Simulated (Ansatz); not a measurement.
Geometry optimisation of diborane 1,2-di F (B2H4F2).

```yaml
crystal:
  periodic: [false, false, false]
  atoms:
    - {symbol: B, position_ang: [0.900280, 0.135600, 0.220540]}
    - {symbol: F, position_ang: [1.577350, -0.870490, 0.774860]}
    - {symbol: H, position_ang: [1.468510, 1.149340, 0.064650]}
    - {symbol: H, position_ang: [-0.279410, 0.344870, 0.872020]}
    - {symbol: B, position_ang: [-0.901660, -0.069840, -0.243330]}
    - {symbol: F, position_ang: [-1.523610, -1.233090, -0.048610]}
    - {symbol: H, position_ang: [-1.518140, 0.797180, -0.736440]}
    - {symbol: H, position_ang: [0.276680, -0.253560, -0.903690]}
basis:
  gaussian: {orbitals: def2-TZVP}
hamiltonian: {xc: {name: B3LYP}, dispersion: d4}
scf: {lower_state_search: "off"}
output: {orbitals: {seedname: orbitals}}
relax: {f_tol: 0.02, max_steps: 100}
```

```sh
$ ansatz run in.yaml --threads 4 --pin off --events-out ev --progress --plain --max-ram 3916MiB
```

It prints (some lines left out):

```
Functional definition: B3LYP
mean field -6857.11457383 eV, -251.9943126690 hartree, gradient 4.2e-6 eV, S^2 0.000000; 0 other end points of the search recorded, 0 dependent functions left out
relax step   1: F+E_penalty+E_count = -6857.26031713 eV  Δ(F+E_penalty+E_count) = +0.000e0 eV  max|allowed force component| = 7.177e-1 eV/Å  Δτ_max = 0.0000 Å  (14 SCF iters, accepted)
mean field -6857.18969944 eV, -251.9970734844 hartree, gradient 1.1e-6 eV, S^2 0.000000; 0 other end points of the search recorded, 0 dependent functions left out
relax step   2: F+E_penalty+E_count = -6857.33681808 eV  Δ(F+E_penalty+E_count) = -7.650e-2 eV  max|allowed force component| = 3.366e-1 eV/Å  Δτ_max = 0.0625 Å  (20 SCF iters, accepted)
mean field -6857.20146331 eV, -251.9975057984 hartree, gradient 1.3e-6 eV, S^2 0.000000; 0 other end points of the search recorded, 0 dependent functions left out
relax step   3: F+E_penalty+E_count = -6857.34925430 eV  Δ(F+E_penalty+E_count) = -1.244e-2 eV  max|allowed force component| = 7.040e-2 eV/Å  Δτ_max = 0.0301 Å  (20 SCF iters, accepted)
mean field -6857.20182450 eV, -251.9975190720 hartree, gradient 1.3e-6 eV, S^2 0.000000; 0 other end points of the search recorded, 0 dependent functions left out
relax step   4: F+E_penalty+E_count = -6857.34967285 eV  Δ(F+E_penalty+E_count) = -4.185e-4 eV  max|allowed force component| = 2.334e-2 eV/Å  Δτ_max = 0.0040 Å  (21 SCF iters, accepted)
mean field -6857.20175197 eV, -251.9975164066 hartree, gradient 1.2e-6 eV, S^2 0.000000; 0 other end points of the search recorded, 0 dependent functions left out
relax step   5: F+E_penalty+E_count = -6857.34961527 eV  Δ(F+E_penalty+E_count) = +5.757e-5 eV  max|allowed force component| = 4.020e-2 eV/Å  Δτ_max = 0.0065 Å  (20 SCF iters, rejected (line search))
mean field -6857.20190257 eV, -251.9975219411 hartree, gradient 1.8e-6 eV, S^2 0.000000; 0 other end points of the search recorded, 0 dependent functions left out
relax step   6: F+E_penalty+E_count = -6857.34976049 eV  Δ(F+E_penalty+E_count) = -8.765e-5 eV  max|allowed force component| = 2.283e-3 eV/Å  Δτ_max = 0.0032 Å  (13 SCF iters, accepted)
Total energy: -6857.35000112 eV, -252.0029644624 hartree
Atom 0 at     0.863696     0.115105     0.225390 Å, force     0.000612    -0.000320     0.001101 eV/Å
Atom 1 at     1.524118    -0.915323     0.774974 Å, force    -0.001284    -0.000227     0.000372 eV/Å
Atom 2 at     1.389949     1.163267     0.033123 Å, force     0.001940    -0.000496     0.000919 eV/Å
Atom 3 at    -0.275876     0.381559     0.866792 Å, force     0.001711     0.001948    -0.000133 eV/Å
Atom 4 at    -0.864419    -0.087562    -0.234821 Å, force     0.000009    -0.001306    -0.002283 eV/Å
Atom 5 at    -1.468754    -1.266340    -0.022144 Å, force     0.001154    -0.000280     0.000250 eV/Å
Atom 6 at    -1.440534     0.831064    -0.721417 Å, force    -0.002051    -0.000921     0.000179 eV/Å
Atom 7 at     0.271819    -0.221761    -0.921898 Å, force    -0.002091     0.001601    -0.000405 eV/Å
Dipole moment:    -0.008278     0.325441    -0.112265 e Å
Checks for a lower state left out: stability, starts, cluster_reference, orbital_swaps, neighbouring_geometries, increment
```

Run time 5.5 s (4 threads of Arm Neoverse V1 on a shared host).
